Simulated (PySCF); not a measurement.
tetramethyldisiloxane (C4H14OSi2), SMILES C[SiH](C)O[SiH](C)C. Atoms are numbered in the order given.

```xyz
21

C     -1.5457     1.9575    -0.5671
Si     0.0000     1.5950     0.4386
C      1.5457     1.9575    -0.5671
O      0.0000     0.0000     0.9141
Si     0.0000    -1.5950     0.4386
C     -1.5457    -1.9575    -0.5671
C      1.5457    -1.9575    -0.5671
H     -1.5525     1.3760    -1.5037
H     -2.4541     1.6974    -0.0003
H     -1.6040     3.0264    -0.8317
H      0.0000     2.4233     1.6791
H      2.4541     1.6974    -0.0003
H      1.6040     3.0264    -0.8317
H      1.5525     1.3760    -1.5037
H      0.0000    -2.4233     1.6791
H     -1.5525    -1.3760    -1.5037
H     -1.6040    -3.0264    -0.8317
H     -2.4541    -1.6974    -0.0003
H      2.4541    -1.6974    -0.0003
H      1.5525    -1.3760    -1.5037
H      1.6040    -3.0264    -0.8317
```

Coordinates come from a B3LYP-D3(BJ)/def2-SVP optimisation. One conformer was computed; it need not be the lowest.

Calculation: KT2/pcSseg-1 run with PySCF.

GIAO shieldings, no solvent; atoms alike by connectivity are averaged. δ = σ(ref) − σ: ¹³C against TMS (σ = 185.1 ppm); ²⁹Si against TMS (σ = 361.9 ppm); ¹⁷O against H2O (σ = 330.4 ppm); ¹H against TMS (σ = 31.47 ppm), references at their B3LYP-D3(BJ)/def2-TZVP geometries, non-relativistic.

```tsv
atoms	nucleus	count	δ (ppm)
C1, C3, C6, C7	¹³C	4	5.3
Si2, Si5	²⁹Si	2	4.8
O4	¹⁷O	1	70.7
H11, H15	¹H	2	___
H8, H9, H10, H12, H13, H14, H16, H17, H18, H19, H20, H21	¹H	12	___
```

Complete the blanks. (An estimate is asked for; the answer gives what the named calculation found.)


- H8, H9, H10, H12, H13, H14, H16, H17, H18, H19, H20, H21, δ (ppm): 0.50
- H11, H15, δ (ppm): 5.47
